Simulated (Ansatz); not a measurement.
Z-matrix (Å, degrees):
```
C
B 1 1.482
O 1 1.335 2 123.7
H 1 1.093 2 122.8 3 180.0
Si 2 1.871 1 104.9 3 -179.7
H 2 1.191 1 125.7 3 0.1
H 3 0.963 1 111.1 2 179.9
H 5 1.489 2 130.9 1 179.7
H 5 1.489 2 120.7 1 -0.2
```

The species carries charge 0 and has multiplicity 1. The bonds changed during the relaxation, so this is another structure than the one it started from.

(1) List the PBE0/def2-TZVPP orbital energies in eV (Ansatz). (An estimate is asked.)

## Answers

(1) Computed: Occupied: -1802.71, -524.31, -280.16, -183.04, -145.07, -99.81, -99.68, -99.62, -30.49, -19.39, -16.09, -14.85, -13.37, -11.70, -11.33, -9.87, -9.33, -8.38, -6.13. Lowest empty: -2.38, 0.38, 0.94, 1.22, 1.79, 1.85, 2.13, 2.74.
